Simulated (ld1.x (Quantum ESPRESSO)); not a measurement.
**Reading a pseudo-wave (lithium (Li))**

Columns: radius, all-electron u(r) and pseudo u(r) of the 2s shell (level -5.34 eV) of lithium in the configuration 1s2 2s0.5 2p0; PBE, scalar-relativistic, PAW scheme, ld1.x (Quantum ESPRESSO) 7.5.

| r (bohr) | all-electron | pseudo |
| --- | --- | --- |
| 0.230 | 0.2086 | 0.3882 |
| 0.460 | 0.1811 | 0.4914 |
| 0.690 | 0.0744 | 0.2983 |
| 0.920 | -0.0510 | 0.0236 |
| 1.150 | -0.1706 | -0.1642 |
| 1.380 | -0.2747 | -0.2747 |
| 1.610 | -0.3601 | -0.3601 |
| 1.840 | -0.4263 | -0.4263 |
| 2.070 | -0.4764 | -0.4764 |
| 2.300 | -0.5131 | -0.5131 |
| 2.530 | -0.5369 | -0.5369 |
| 2.760 | -0.5487 | -0.5487 |
| 2.990 | -0.5501 | -0.5501 |
| 3.220 | -0.5427 | -0.5427 |
| 3.450 | -0.5283 | -0.5283 |
| 3.680 | -0.5083 | -0.5083 |
| 3.910 | -0.4846 | -0.4846 |
| 4.140 | -0.4583 | -0.4583 |
| 4.370 | -0.4305 | -0.4305 |
| 4.600 | -0.4021 | -0.4021 |
| 4.830 | -0.3737 | -0.3737 |
| 5.060 | -0.3457 | -0.3457 |
| 5.290 | -0.3186 | -0.3186 |
| 5.520 | -0.2926 | -0.2926 |
| 5.750 | -0.2679 | -0.2679 |
| 5.980 | -0.2444 | -0.2444 |

Task: How many radial nodes do the two functions have?

Result: The all-electron 2s function has n − l − 1 = 1; the pseudo-wave has 1, since 1 lower shell of the same l stays in the valence.

Task: At about which radius was the pseudo-wave matched?

Result: 1.40 bohr, where the columns begin to agree (steps of 0.23 bohr).

Task: Is the pseudo-wave norm-conserving?

Result: No, it belongs to a PAW set: the norm inside the radius is not constrained, and the difference is carried by the augmentation charge.
